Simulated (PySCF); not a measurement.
**Kr⁺: excitation energy**

Kr⁺ [Ar] 3d10 4s2 4p5 (2P) → Kr⁺ [Ar] 3d10 4s1 4p6 (2S), as a difference of total energies. Computed with PySCF 2.14 in x2c-TZVPPall, with scalar relativity by spin-free X2C-1e. Correlated levels: valence and next inner shell: [Ne] frozen. The calculations carry no spin-orbit coupling.

```tsv
method	excitation energy (eV)
UHF	17.831
MP2 (valence and next inner shell)	15.514
SCS-MP2 (valence and next inner shell)	15.231
CCSD (valence and next inner shell)	14.234
CCSD(T) (valence and next inner shell)	13.396
```

Errors of the correlated levels include the incompleteness of this basis and the frozen core.

The coupled-cluster amplitudes are large for the upper state (T1 above 0.03 or a double amplitude above 0.15), so a single reference is strained.

Problem. Which method comes closest to the reference value, and which is furthest?

Solution. The reference is 13.292 eV (measured; NIST levels, between the centres of gravity of the two terms). Closest: CCSD(T) (valence and next inner shell) (error 0.104 eV); furthest: UHF (error 4.539 eV).
